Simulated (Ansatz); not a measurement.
Reaction (cleavage of the Si–B bond): `BC([SiH3])B[SiH3]` + `[OH][SnH3]` → `[SiH3][O][SnH3]` + `BC(B)[SiH3]`

Isolated molecules relaxed with PBE0-D4/def2-TZVP in Ansatz; ΔE leaves out vibrations. CBS: MP2 limit from def2 TZ/QZ plus the TZ coupled-cluster correction, frozen cores. Elements past krypton have def2 core potentials. For Sn outer-core shells are correlated without core-valence functions, which leaves a few kJ/mol of doubt a bond. Each species was taken in one conformer, which may not be the lowest.

| species | CCSD(T)/CBS(def2) energy (Eh) |
| --- | --- |
| `BC([SiH3])B[SiH3]` | -671.77708 |
| `[OH][SnH3]` | -291.59405 |
| `[SiH3][O][SnH3]` | -581.91447 |
| `BC(B)[SiH3]` | -381.50288 |

Task: Work out ΔE.

Result: ΔE = (-581.91447) + (-381.50288) − (-671.77708) − (-291.59405) = -0.04622 Eh = -121.4 kJ/mol.

Largest T1 diagnostic among the species: 0.014.

In def2-TZVPP, CCSD(T) changes the Hartree–Fock value by +38.1 kJ/mol (the triples alone add +5.3 kJ/mol) and MP2 by +31.5 kJ/mol. The D4 term adds +7.1 kJ/mol with B3LYP and +4.0 kJ/mol with PBE0; it sums over pairs of atoms, weighted by their polarisabilities, and B3LYP, whose exchange is more repulsive, gets the larger term.

B3LYP here is the variant with VWN-RPA as its local correlation; programs differ in this.
